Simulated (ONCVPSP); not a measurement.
rhodium (Rh): one change to an ONCV potential, before and after

rhodium, optimised norm-conserving Vanderbilt (ONCV), made with ONCVPSP 4.0.1 (revPBE, scalar-relativistic). Core [Ar] 3d10, reference 4s2 4p6 4d7 5s2. Waves: 4s+5s: rc 1.65 bohr, ncon 3, nbas 8, qcut 5.9 1/bohr, 3 projectors, debl 3.2 Ha; 4p: rc 1.50 bohr, ncon 4, nbas 7, qcut 10.7 1/bohr, 2 projectors, debl 3.9 Ha; 4d: rc 1.60 bohr, ncon 3, nbas 7, qcut 8.5 1/bohr, 2 projectors, debl 0.6 Ha. Local part: polynomial inside 1.50 bohr (lpopt 5, dvloc0 0 Ha). Core correction: Teter function, fcfact 4, rcfact 1.3.

Change: core correction Teter function, fcfact 4, rcfact 1.82.

Cutoffs: the cutoffs (Ha) at which the residual kinetic energy of the hardest occupied pseudo-wave falls to 1 and 0.1 mHa per electron; they do not see the model core or the augmentation charge, which bear on the density cutoff. Errors are all-electron minus pseudo energies relative to the spin-unpolarised reference configuration.

What does the change do?

The potential gets neither clearly harder nor softer (32 Ha and 39 Ha → 32 Ha and 39 Ha); of the 4 tests that both files solve, the error grows in 3 and shrinks in 0 by more than 15 % and 0.3 meV (median size 10.4 → 15.2 meV); neither file shows a bound ghost. A model core, the more so a compact one, raises the density cutoff, which this test does not measure.

| quantity | base | changed |
| --- | --- | --- |
| cutoff, loose | 32 Ha | 32 Ha |
| cutoff, tight | 39 Ha | 39 Ha |
| bound ghosts | none | none |
| GHOST(+) flags under 300 eV | none | none |
| error for 4s2 4p6 4d8 5s1, meV [ΔE -2.52 eV] | -4.1 | -6.5 |
| error for 4s2 4p6 4d8 5s0, meV [ΔE 4.81 eV] | -10 | -16 |
| error for 4s2 4p6 4d7 5s0, meV [ΔE 24.23 eV] | -11 | -14 |
| error for 4s2 4p5 4d8 5s1, meV [ΔE 54.05 eV] | -73 | -77 |
| s: phases at 1.67 bohr within 0.05 rad from the reference energy up to (Ha; the scan ends near 5) | to the end of the scan | to the end of the scan |
| p: phases at 1.52 bohr within 0.05 rad from the reference energy up to (Ha; the scan ends near 5) | to the end of the scan | to the end of the scan |
| d: phases at 1.62 bohr within 0.05 rad from the reference energy up to (Ha; the scan ends near 5) | to the end of the scan | to the end of the scan |
| rms error of d²Exc/dni dnj with the model core, mHa | 1.53 | 4.95 |
